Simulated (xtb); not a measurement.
Cl₃Nd (SMILES [Cl][Nd]([Cl])[Cl]), quartet, geometry from GFN2-xTB (such geometries of metal compounds can be far from the true shape) (GFN-xTB holds the 4f electrons in the core, so unpaired electrons go into valence orbitals and the state isn't the physical one). Base run: xtb with GFN1-xTB.

The xtb input:
```
$ xtb mol.xyz --gfn 1 --uhf 3 --json

# file mol.xyz
4

Nd    -0.35618013     0.23437750    -0.20731271
Cl    -1.30404649    -2.04254620     0.29163682
Cl     1.11828840     2.20764700    -0.41528298
Cl     1.44286442    -0.99231549     0.85533809
```

The base run was repeated with changes; each row names its change, and settings that it needs were set with it.

| change | ΔE vs base (kcal/mol) | dipole (D) | G_solv (kcal/mol) | SCF cycles |
|---|---|---|---|---|
| base | 0.000 | 5.07 | - | 14 |
| acc = 1000 | 0.001 | 5.08 | - | 8 |
| acc = 30 | 0.000 | 5.07 | - | 12 |
| alpb = cs2 | -9.37 | 5.98 | -10.06 | 11 |
| acc = 0.0001 | 0.000 | 5.07 | - | 18 |
| etemp = 10 | 0.259 | 5.10 | - | 13 |
| alpb = ch2cl2 | -8.01 | 6.25 | -8.81 | 11 |

ALPB and GBSA are two models with their own fitted parameters for each solvent, which aren't always the measured dielectric constant.
